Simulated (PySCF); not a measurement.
Species: C₅H₈OP (charge +1).
Bonds: C1–P2, P2–C3, C3–C4 (aromatic), C4–C5 (aromatic), C5–O6 (aromatic), O6–C7 (aromatic), C3–C7 (aromatic). Hydrogens: H8, H9, H10 on C1; H11, H12 on P2; H13 on C4; H14 on C5; H15 on C7.

Computed with PySCF at PBE0/pcSseg-1 and B3LYP/def2-SVPD, non-relativistic, on one gas-phase PBE0-D3(BJ)/def2-SVP geometry that isn't relaxed in the solvent. The solvent is an IEF-PCM continuum (Bondi radii, 1.10 Å for H, scaled by 1.2). The model holds no explicit solvent molecules, cavitation or dispersion.

Gas phase at PBE0/pcSseg-1: HOMO -11.45 eV, LUMO -5.06 eV.

What does the continuum do to the energy and the frontier levels at PBE0/pcSseg-1 in benzene and acetone?

| solvent | ε | E(solvent) − E(gas) (kJ/mol) | polarisation term (kJ/mol) | distortion of the solute (kJ/mol) | HOMO (eV) | LUMO (eV) |
| --- | --- | --- | --- | --- | --- | --- |
| benzene | 2.271 | -135.86 | -137.44 | 1.58 | -9.17 | -2.61 |
| acetone | 20.49 | -236.50 | -243.77 | 7.27 | -7.64 | -0.92 |

The first energy column is the sum of the next two and covers electrostatics alone. From benzene to acetone the lowering changes by a factor 1.74, Born's factor 1 − 1/ε by 1.70 and ε itself by 9.0.

Which radius a makes Born's formula ΔE = −(q²/2a)(1 − 1/ε) give the value in acetone?

a = q²(1 − 1/ε)/(2|ΔE|) = 2.79 Å, with q = +1 e and |ΔE| = 0.0901 Eh; the farthest nucleus lies 3.81 Å from the centroid of the nuclei. The formula assumes a point charge at the centre of a sphere.

Which Hirshfeld charges (PBE0/pcSseg-1) respond most in acetone (means over atoms taken as equivalent)?

| atoms | environment | gas (e) | solvent (e) | change |
| --- | --- | --- | --- | --- |
| P2 | phosphonium phosphorus | +0.479 | +0.507 | +0.028 |
| O6 | furan-type oxygen | -0.016 | -0.043 | -0.027 |
| C5 | aromatic CH next to a ring oxygen | +0.057 | +0.031 | -0.026 |
| H11/H12 | P–H hydrogen | +0.069 | +0.081 | +0.012 |
| C3 | substituted aromatic carbon | -0.092 | -0.082 | +0.010 |
| H14 | aromatic hydrogen | +0.100 | +0.090 | -0.010 |
| H15 | aromatic hydrogen | +0.092 | +0.098 | +0.006 |
| C7 | aromatic CH next to a ring oxygen | +0.059 | +0.055 | -0.004 |
| H13 | aromatic hydrogen | +0.082 | +0.085 | +0.003 |
| C4 | aromatic CH carbon | -0.065 | -0.067 | -0.002 |
| C1 | sp3 carbon bound to phosphorus | -0.107 | -0.105 | +0.002 |
| H8/H9/H10 | methyl hydrogen | +0.091 | +0.090 | -0.001 |

Which Mayer bond orders change most in acetone?

```csv
bond,length (Å),gas,solvent,change
C7–C3,1.377,1.492,1.526,+0.034
O6–C7,1.324,1.161,1.133,-0.028
P2–C3,1.758,0.981,0.965,-0.016
C5–O6,1.352,1.063,1.052,-0.011
C3–C4,1.439,1.205,1.213,+0.008
P2–H12,1.412,0.906,0.913,+0.007
C4–C5,1.359,1.636,1.629,-0.007
P2–H11,1.412,0.906,0.912,+0.006
```

Gas phase at B3LYP/def2-SVPD: HOMO -11.24 eV, LUMO -5.30 eV.

What does the continuum do to the energy and the frontier levels at B3LYP/def2-SVPD in acetone?

```csv
solvent,ε,E(solvent) − E(gas) (kJ/mol),polarisation term (kJ/mol),distortion of the solute (kJ/mol),HOMO (eV),LUMO (eV)
acetone,20.49,-234.21,-242.31,8.10,-7.40,-1.17
```

How does the static polarisability (B3LYP/def2-SVPD, frozen core, with the continuum's full static response) change?

```
 medium  isotropic (au)  principal values (au)  ⟨r²⟩ of the electrons (bohr²)
    gas            77.5      53.5, 78.4, 100.7                          994.0
acetone           104.2     74.0, 109.7, 129.0                          995.8
```

The isotropic value in acetone is 1.34 times the gas-phase one; no cavity-field correction is applied. ⟨r²⟩ is taken about the centre of nuclear charge.

Shape of the structure used: `[CH3:1][PH2+:2][c:3]1[cH:4][cH:5][o:6][cH:7]1`: C1–P2–C3–C4 179°.
